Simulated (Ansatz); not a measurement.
Stepwise reaction of `O[SiH2]N[SiH](O)F` with hydrogen fluoride, as a gas-phase model of exchange steps in deposition or etching. ΔE in kJ/mol.

Program: Ansatz. Geometries: PBE0-D4/def2-TZVP. ΔE: electronic, gas phase. CCSD(T)/CBS is the MP2 limit (def2-TZVPP, def2-QZVPP) plus CCSD(T) − MP2 in def2-TZVPP, frozen cores. This one scheme is used for every species. Functionals use def2-TZVPP. B3LYP here is the variant with VWN-RPA as its local correlation; programs differ in this. Each species was taken in one conformer, which may not be the lowest.

| step | reaction | PBE-D4 | B3LYP-D4 | ωB97M-V | CCSD(T)/CBS |
| --- | --- | --- | --- | --- | --- |
| 1 | `O[SiH2]N[SiH](O)F` + H–F → `O[Si@@H](F)N[Si@@H](O)F` + H₂ | -140.6 | -149.8 | -150.8 | -145.9 |
| 2 | `O[Si@@H](F)N[Si@@H](O)F` + H–F → `O[SiH](F)N[Si](O)(F)F` + H₂ | -129.1 | -138.5 | -139.0 | -135.8 |

By hand: ΔE of the 2 steps together at CCSD(T)/CBS.

(-145.9) + (-135.8) = -281.7 kJ/mol, or -140.9 kJ/mol a step.

In ΔE each step is higher than the one before. All are downhill at CCSD(T)/CBS. PBE-D4 differs from CCSD(T)/CBS by 5.3 to 6.7 kJ/mol a step. Isolated molecules leave out the surface, adducts and barriers. Largest T1 diagnostic: 0.012.
